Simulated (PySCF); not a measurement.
Coordinates in bohr (charge 0 multiplicity 2):
```
Tc    0.0000    0.0000   -0.4187
N     2.4509    0.0000    1.4796
N    -2.4509    0.0000    1.4796
```

These are results of UPBE0/[Tc def2-TZVP with ECP28, N def2-TZVP], scalar-relativistic core potentials, density fitting, no spin–orbit coupling, PySCF, not measurements.

This geometry of TcN₂ is a stationary point at this level.

Question: What is the point group?

Answer: C2v.

Question: Is it a minimum?

Answer: Yes: all harmonic wavenumbers are real.

Question: What are the dipole moment and the gap between the highest occupied and lowest empty levels of either spin?

Answer: 4.49 D and 2.89 eV.

Question: Give the atomic charges and bond orders.

Answer: 
| atom | Mulliken | Löwdin | polar tensor | spin (Mulliken) | Mayer order to Tc1 |
| --- | --- | --- | --- | --- | --- |
| Tc1 | 0.94 | 0.52 | 1.04 | 1.11 | – |
| N2,3 | -0.47 | -0.26 | -0.52 | -0.05 | 2.60 |

Question: What is the atomisation energy, with and without zero-point energy?

Answer: 832 kJ/mol without, 817 kJ/mol with.

This need not be the most stable arrangement of these atoms. Other spin states or occupations of the open shell can lie lower.
